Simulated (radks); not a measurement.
Question: Fe4+, configuration [Ar] 3d4. All-electron calculation, scalar-relativistic Kohn-Sham, PBEsol, spin-polarised, spherical densities, finite nucleus; open shells are filled with parallel spins first; Fermi nuclear charge, rms radius 3.7377 fm. Program: a radial shooting solver on a logarithmic mesh with Libxc functionals. Some entries of the table are withheld. Estimate them.

orbital,occ.,eigenvalue (eV),<r> (bohr)
1s down,1,-7051.781,0.05850
1s up,1,-7051.775,0.05850
2s up,1,-881.0994,0.2674
2s down,1,-878.6306,0.2669
2p up,3,-759.8940,(1)
2p down,3,-758.0189,(2)
3s up,1,-154.1539,(3)
3s down,1,-148.9282,(4)
3p up,3,-119.7487,0.8277
3p down,3,-114.6061,0.8333
3d up,4,-65.2887,0.9117
3d down,0,-60.2457,0.9334

Answer: 
(1) 2p up <r> (bohr): 0.2359
(2) 2p down <r> (bohr): 0.2353
(3) 3s up <r> (bohr): 0.7945
(4) 3s down <r> (bohr): 0.7979
